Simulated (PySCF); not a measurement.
Members of one family of related compounds. Method used: TDDFT CAM-B3LYP/def2-SVPD, vertical, gas phase, core orbitals frozen in the response (PySCF 2.14.0, density-fitted response routines). Geometries: GFN2-xTB; one conformer of each isolated species. Triplets are in the Tamm–Dancoff approximation.

Problem. Rank by computed lowest singlet excitation energy, lowest first.
A. `c1occc1N=C`
B. `COc1ccoc1`
C. `COC(=O)c1ccoc1`
D. `[SiH3]Oc1ccoc1`
E. `CCc1ccoc1`

Solution. A (4.38 eV), C (5.47 eV), D (5.92 eV), B (6.06 eV), E (6.18 eV).

```tsv
SMILES	S1 (eV)	T1 (eV)	gap (eV)	LUMO (eV)	α (au)	S1 mainly
C=Nc1ccoc1	4.38	3.28	7.84	0.02	67.8	H→L (51%)
COC(=O)c1ccoc1	5.47	3.78	8.52	0.13	78.0	H-1→L (88%)
[SiH3]Oc1ccoc1	5.92	3.87	8.63	0.98	75.5	H→L+1 (95%)
COc1ccoc1	6.06	4.04	9.00	1.35	63.3	H→L+1 (95%)
CCc1ccoc1	6.18	4.01	9.09	1.32	70.4	H→L (62%)
```

H and L stand for HOMO and LUMO.
